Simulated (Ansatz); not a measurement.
Input and output for C$_{7}$H$_{13}$ClO$_{2}$, SMILES `CC(C)COC(=O)CCCl`.

```yaml
crystal:
  periodic: [false, false, false]
  atoms:
    - {symbol: C, position_ang: [-0.116718, -1.797908, -1.134300]}
    - {symbol: C, position_ang: [0.037144, -0.359201, -1.601921]}
    - {symbol: C, position_ang: [-0.281001, -0.216747, -3.082789]}
    - {symbol: C, position_ang: [-0.853881, 0.583146, -0.814377]}
    - {symbol: O, position_ang: [-0.572134, 0.549627, 0.590909]}
    - {symbol: C, position_ang: [0.417051, 1.341619, 1.022319]}
    - {symbol: O, position_ang: [1.056691, 2.069947, 0.314362]}
    - {symbol: C, position_ang: [0.605075, 1.231796, 2.514599]}
    - {symbol: C, position_ang: [0.347139, -0.152665, 3.067093]}
    - {symbol: Cl, position_ang: [0.619617, -0.181271, 4.828769]}
    - {symbol: H, position_ang: [0.561255, -2.458132, -1.679869]}
    - {symbol: H, position_ang: [-1.137673, -2.154485, -1.305123]}
    - {symbol: H, position_ang: [0.098814, -1.900810, -0.068998]}
    - {symbol: H, position_ang: [1.072001, -0.038716, -1.438756]}
    - {symbol: H, position_ang: [-0.131026, 0.808797, -3.428872]}
    - {symbol: H, position_ang: [0.359117, -0.869075, -3.680369]}
    - {symbol: H, position_ang: [-1.319553, -0.495016, -3.289111]}
    - {symbol: H, position_ang: [-1.900697, 0.280642, -0.895025]}
    - {symbol: H, position_ang: [-0.743232, 1.608157, -1.172003]}
    - {symbol: H, position_ang: [-0.079755, 1.946639, 2.982251]}
    - {symbol: H, position_ang: [1.617781, 1.564012, 2.741757]}
    - {symbol: H, position_ang: [1.022112, -0.889907, 2.633547]}
    - {symbol: H, position_ang: [-0.678150, -0.470458, 2.895897]}
basis:
  gaussian: {orbitals: pcseg-2}
hamiltonian: {xc: {name: B97M-V}}
```

```sh
$ ansatz run in.yaml --threads 4 --pin off --events-out ev --progress --plain --max-ram 41984MiB --backend cuda --devices 0, --max-vram 37GiB
```

It prints (some lines left out):

```
Functional definition: B97M-V
2374 factors; their error is unknown
mean field evaluation 1: about -24068.1388 eV, gradient 9.6e1 eV
mean field evaluation 2: about -24044.5512 eV, gradient 1.3e2 eV
mean field evaluation 4: about -24088.6836 eV, gradient 1.5e1 eV
mean field evaluation 8: about -24089.0852 eV, gradient 5.7e-1 eV
mean field evaluation 16: about -24088.9581 eV, gradient 1.7e-3 eV
mean field -24088.95808889 eV, -885.2528816845 hartree, gradient 3.3e-5 eV, S^2 0.000000; 0 other end points of the search recorded, 0 dependent functions left out
reference -24088.95818991 eV, -885.2528853969 hartree; 44, 44 occupied and 442, 442 virtual orbitals, 2374 factors
Total energy: -24088.95818991 eV, -885.2528853969 hartree
```

Hardware: 4 threads of an AMD EPYC 7R13 on a shared host and a share of an NVIDIA H100 80 GB. Wall time 3 s, peak host memory 1.2 GiB.
